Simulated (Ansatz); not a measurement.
The cluster CuSi₄⁺. Charge 1, multiplicity 1. Geometry PBE-D4/def2-SVP.

```xyz
5

Cu   -0.787    0.718    1.657
Si   -0.684   -1.438   -2.735
Si    0.430    1.701    3.283
Si   -0.229   -0.223   -0.371
Si    1.270   -0.758   -1.834
```

The restricted singlet is unstable towards broken spin symmetry in Hartree–Fock (as tested in another run); at PBE-D4/def2-TZVP, BLYP-D4/def2-TZVP, r2SCAN-D4/def2-TZVP, r2SCANh-D4/def2-TZVP and others this wasn't settled. Another isomer (singlet) lies 3.47 eV lower at PBE0-D4/def2-TZVP; other spin states weren't run for this one.

Q: Estimate the orbital energies around the gap (eV) in Ansatz with PBE-D4/def2-TZVP, BLYP-D4/def2-TZVP, r2SCAN-D4/def2-TZVP, r2SCANh-D4/def2-TZVP, PBE0-D4/def2-SVP.

A: 
| orbital | PBE-D4/def2-TZVP | BLYP-D4/def2-TZVP | r2SCAN-D4/def2-TZVP | r2SCANh-D4/def2-TZVP | PBE0-D4/def2-SVP |
| --- | --- | --- | --- | --- | --- |
| HOMO−13 | -77.76 | -77.46 | -80.16 | -81.73 | -82.38 |
| HOMO−12 | -18.28 | -18.05 | -18.86 | -19.46 | -20.26 |
| HOMO−11 | -16.19 | -16.00 | -16.56 | -17.08 | -17.64 |
| HOMO−10 | -14.78 | -14.58 | -15.11 | -15.59 | -16.19 |
| HOMO−9 | -13.33 | -13.13 | -13.58 | -14.00 | -14.53 |
| HOMO−8 | -12.03 | -11.83 | -12.23 | -12.85 | -13.58 |
| HOMO−7 | -12.01 | -11.81 | -12.21 | -12.76 | -13.50 |
| HOMO−6 | -11.95 | -11.74 | -12.13 | -12.76 | -13.43 |
| HOMO−5 | -11.62 | -11.42 | -11.84 | -12.55 | -13.36 |
| HOMO−4 | -11.61 | -11.41 | -11.83 | -12.54 | -13.33 |
| HOMO−3 | -10.79 | -10.58 | -10.96 | -11.29 | -11.68 |
| HOMO−2 | -9.96 | -9.69 | -10.15 | -10.40 | -10.75 |
| HOMO−1 | -9.51 | -9.31 | -9.64 | -9.93 | -10.36 |
| HOMO | -9.32 | -9.11 | -9.48 | -9.78 | -10.17 |
| LUMO | -8.80 | -8.60 | -8.77 | -8.48 | -8.12 |
| LUMO+1 | -8.79 | -8.59 | -8.71 | -8.40 | -8.01 |
| LUMO+2 | -8.36 | -8.14 | -8.30 | -8.00 | -7.65 |
| LUMO+3 | -7.28 | -7.07 | -7.21 | -6.91 | -6.56 |
| LUMO+4 | -6.24 | -6.04 | -6.08 | -5.76 | -5.39 |
| LUMO+5 | -5.70 | -5.57 | -5.45 | -5.13 | -4.78 |
